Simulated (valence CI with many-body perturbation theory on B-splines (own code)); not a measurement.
Hyperfine factors and g values of Eu XV

Calculated by configuration interaction combined with many-body perturbation theory (CI+MBPT): three valence electrons over a frozen Dirac-Fock core [Kr] 4d10, a basis of 7 s, 7 p, 7 d, 7 f, 4 g, 2 h functions for each j, with the one-electron correlation potential Σ1, the two-electron term Σ2, the three-electron term Σ3, Breit, model QED; selected CI, second order for the rest, scaled by the run's own slope (own B-spline code, finite nucleus).

No measured levels were compared; by estimate terms of the open shell hold to a few per cent of their energy, and close levels can change places; configurations with another count of f electrons can be misplaced by thousands of cm⁻¹.

A/g_I is the dipole constant over the nuclear g factor μ/I (μ in nuclear magnetons, uniformly magnetised nucleus), B/Q the quadrupole constant per barn. Both hold the static response of the core; the bare values leave it out. Large factors of s and p1/2 electrons are usually good to 5 to 10 %; those of open d and f shells near neutrality can be off by tens of per cent, and small factors of p3/2, d and f electrons come from cancelling terms and can be off by a factor of two or in sign, in half-filled shells by more. B is blank for J = 1/2, where it vanishes, and for nearly pure S terms. Energies count from the lowest level.

Names give the largest LS component (configuration and term), which can be under half, so a name can repeat, a term be missing and a line seem to break the LS rules; names also repeat where a configuration has a term twice. Letters in brackets count levels of one name in rising energy.

| Level | E (cm⁻¹) | g | A/g_I (MHz) | A/g_I bare | B/Q (MHz/b) | B/Q bare |
| --- | --- | --- | --- | --- | --- | --- |
| 4f²5s ⁴H_7/2 | 0.0 | 0.672 | -14200 | -13300 | 1620 | 1360 |
| 4f³ ⁴I°_9/2 | 2431 | 0.734 | 1560 | 1370 | 636 | 528 |
| 4f²5s ⁴H_9/2 | 2606 | 0.969 | 7050 | 6700 | 1600 | 1330 |
| 4f³ ⁴I°_11/2 | 6560 | 0.966 | 1030 | 1070 | 667 | 536 |
| 4f²5s ⁴H_11/2 | 6758 | 1.130 | 10400 | 9960 | 1800 | 1480 |
| 4f²5s ⁴F_3/2 | 9693 | 0.410 | -26600 | -25100 | -372 | -310 |
| 4f³ ⁴I°_13/2 | 10794 | 1.105 | 721 | 904 | 750 | 590 |
| 4f²5s ⁴H_13/2 | 11358 | 1.229 | 11500 | 11000 | 2100 | 1710 |
| 4f²5s ⁴F_5/2 | 11455 | 1.027 | 10900 | 10200 | -386 | -327 |
| 4f²5s ²H_9/2 | 13565 | 1.023 | 2910 | 2890 | 1250 | 1040 |
| 4f²5s ⁴F_7/2 | 13957 | 1.220 | 12700 | 12200 | -399 | -347 |
| 4f³ ⁴I°_15/2 | 15049 | 1.196 | 527 | 804 | 871 | 677 |
| 4f²5s ⁴F_9/2 | 15931 | 1.175 | 11900 | 11300 | 259 | 209 |
| 4f²5s ²G_7/2 | 20430 | 0.937 | -10200 | -9420 | 208 | 170 |
| 4f²5s ²H_11/2 | 21750 | 1.089 | -6880 | -6200 | 2100 | 1730 |
| 4f³ ⁴F°_3/2 | 22881 | 0.446 | 2050 | 1520 | -442 | -357 |
| 4f²5s ²F_5/2 | 22884 | 0.877 | -359 | -306 | -610 | -513 |
| 4f³ ²H°_9/2 [a] | 23958 | 0.989 | 1050 | 1150 | -601 | -492 |
| 4f²5s ²G_9/2 | 24168 | 1.151 | 16300 | 15400 | 244 | 207 |
| 4f³ ⁴F°_5/2 | 25272 | 1.032 | 835 | 927 | -403 | -332 |
| 4f³ ⁴F°_7/2 | 27132 | 1.189 | 547 | 818 | -841 | -697 |
| 4f³ ⁴S°_3/2 | 27241 | 1.924 | -988 | 61.2 |  |  |
| 4f²5s ²F_7/2 | 29698 | 1.101 | -11400 | -10400 | -498 | -423 |
| 4f³ ⁴F°_9/2 | 29735 | 1.233 | 459 | 780 | -746 | -616 |
| 4f³ ²H°_11/2 [a] | 30998 | 1.098 | 697 | 860 | -178 | -162 |
| 4f³ ²G°_7/2 [a] | 33174 | 0.956 | 1030 | 1060 | -168 | -124 |
| 4f³ ⁴G°_5/2 | 33230 | 0.594 | 1800 | 1450 | -55.9 | -31.5 |
| 4f³ ²K°_13/2 | 36032 | 0.935 | 1080 | 1090 | 2260 | 1840 |
| 4f²5s ²D_5/2 | 36791 | 1.274 | 28800 | 27100 | -1180 | -987 |
| 4f5s² ²F°_5/2 | 37097 | 0.838 | 1400 | 1370 | 1680 | 1440 |
| 4f³ ⁴G°_7/2 | 37170 | 0.966 | 949 | 963 | -582 | -478 |
| 4f²5s ²D_3/2 | 37456 | 0.880 | -25100 | -23300 | -684 | -573 |
| 4f³ ⁴G°_9/2 | 38372 | 1.147 | 627 | 853 | 189 | 157 |
| 4f³ ²D°_3/2 [a] | 39968 | 1.060 | 693 | 786 | -228 | -181 |
| 4f³ ²K°_15/2 | 40191 | 1.060 | 804 | 937 | 2450 | 1970 |
| 4f²5s ⁴P_1/2 | 41096 | 2.650 | 91400 | 86600 |  |  |
| 4f³ ²G°_9/2 [a] | 41298 | 1.139 | 580 | 775 | -862 | -704 |
| 4f³ ⁴G°_11/2 | 42543 | 1.255 | 415 | 760 | -37.8 | -46.9 |
| 4f²5s ⁴P_3/2 | 43083 | 1.664 | 36800 | 34900 | 769 | 638 |
| 4f³ ²P°_1/2 | 43819 | 0.611 | 2520 | 2430 |  |  |

Take the isotope of mass number 151, with I = 5/2, μ = 3.4635 μN and Q = 0.903 b. What is the hyperfine structure of 4f²5s ⁴H_7/2?

From the table A = -19700 MHz, B = 1460 MHz. Shifts from the centre of gravity in MHz: F = 1: 222000, F = 2: 183000, F = 3: 123000, F = 4: 43900, F = 5: -54600, F = 6: -172000.
